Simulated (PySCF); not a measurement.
Geometry:
```json
{"atom": "F1", "x (Å)": "-2.163", "y (Å)": "-0.917", "z (Å)": "1.173"}
{"atom": "C2", "x (Å)": "-1.520", "y (Å)": "-1.391", "z (Å)": "0.074"}
{"atom": "F3", "x (Å)": "-2.438", "y (Å)": "-1.511", "z (Å)": "-0.910"}
{"atom": "C4", "x (Å)": "-0.412", "y (Å)": "-0.446", "z (Å)": "-0.332"}
{"atom": "Si5", "x (Å)": "-1.088", "y (Å)": "1.320", "z (Å)": "-0.638"}
{"atom": "C6", "x (Å)": "0.726", "y (Å)": "-0.480", "z (Å)": "0.696"}
{"atom": "Si7", "x (Å)": "2.270", "y (Å)": "0.540", "z (Å)": "0.307"}
{"atom": "H8", "x (Å)": "-1.147", "y (Å)": "-2.404", "z (Å)": "0.318"}
{"atom": "H9", "x (Å)": "-0.043", "y (Å)": "-0.812", "z (Å)": "-1.306"}
{"atom": "H10", "x (Å)": "-0.116", "y (Å)": "2.040", "z (Å)": "-1.516"}
{"atom": "H11", "x (Å)": "-1.196", "y (Å)": "2.053", "z (Å)": "0.658"}
{"atom": "H12", "x (Å)": "-2.414", "y (Å)": "1.274", "z (Å)": "-1.313"}
{"atom": "H13", "x (Å)": "1.073", "y (Å)": "-1.521", "z (Å)": "0.837"}
{"atom": "H14", "x (Å)": "0.349", "y (Å)": "-0.156", "z (Å)": "1.682"}
{"atom": "H15", "x (Å)": "1.992", "y (Å)": "2.006", "z (Å)": "0.385"}
{"atom": "H16", "x (Å)": "2.766", "y (Å)": "0.220", "z (Å)": "-1.067"}
{"atom": "H17", "x (Å)": "3.332", "y (Å)": "0.201", "z (Å)": "1.301"}
```

Geometry: PBE0-D3(BJ)/def2-SVP; GIAO shifts from PySCF 2.14, gas phase, non-relativistic, averaged over equivalent atoms.

At PBE0/pcSseg-1 (183 basis functions, 27 s wall time on 1 thread of an Arm Neoverse V1, shared host):
| atoms | δ (ppm) |
| --- | --- |
| F3 | -118.7 |
| F1 | -137.9 |
| C2 | 123.5 |
| C4 | 27.7 |
| C6 | 8.0 |
| Si7 | -66.0 |
| Si5 | -67.2 |
| H8 | 5.70 |
| H15/H16/H17 | 3.98 |
| H10/H11/H12 | 3.94 |
| H9 | 1.11 |
| H13 | 0.89 |
| H14 | 0.88 |

δ = σ(ref) − σ, references computed at the same level: 19F (σ = 177.25 ppm) vs CFCl3; 13C (σ = 184.41 ppm), 29Si (σ = 351.99 ppm), 1H (σ = 31.27 ppm) against TMS.

Problem. What do these become at KT2/pcSseg-1?

Solution. 
```csv
atoms,δ at KT2/pcSseg-1,change
F3,-136.2,-17.5
F1,-158.2,-20.3
C2,123.9,+0.4
C4,30.6,+2.9
C6,9.7,+1.7
Si7,-69.0,-3.0
Si5,-72.1,-4.9
H8,5.88,+0.18
H15/H16/H17,4.01,+0.03
H10/H11/H12,3.94,+0.00
H9,1.27,+0.16
H13,1.03,+0.14
H14,0.93,+0.05
```

δ = σ(ref) − σ, references computed at the same level: 19F (σref 138.57) vs CFCl3; 13C (σref 183.22) and 29Si (σref 361.05) and 1H (σref 31.18) against TMS.

The largest change is at F1 (fluorine of a CF2 group). Cost: 183 basis functions, 36 s wall time on 1 thread of an Arm Neoverse V1, shared host. The order of the carbon signals is the same at both levels.

Unscaled 19F shifts against computed CFCl3 carry errors that often reach 10 to 50 ppm.
